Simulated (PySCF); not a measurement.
**HSbS at several levels of theory**

All levels use the PBE0 minimum (singlet; Sb–H 1.737 Å, Sb–S 2.220 Å; H–Sb–S 99.9°), basis [Sb def2-TZVP with ECP28, S def2-TZVP, H def2-TZVP], scalar-relativistic core potentials, density fitting, no spin–orbit coupling, PySCF. For vertical energies the ionised species is a doublet (spins chosen at PBE0 and kept) and the electron-attached one a doublet. Atomisation goes to high-spin ground-configuration atoms, without zero-point energy. Open shells are unrestricted, also as the reference of the correlated levels. A dash marks a value that was not computed or is not defined at that level.

```
level  atomisation (kJ/mol)  vertical IP (eV)  vertical EA (eV)  −ε(HOMO) (eV)  gap (eV)  dipole (D)
 PBE0                   578              8.74              1.71           6.68      3.00        2.77
   HF                   252              7.63              1.44           9.21      8.37        3.33
  MP2                   537              8.99              1.44              –         –           –
  PBE                   620              8.68              1.52           5.54      1.19        2.56
```

Without diffuse functions attachment energies tend to come out too low.
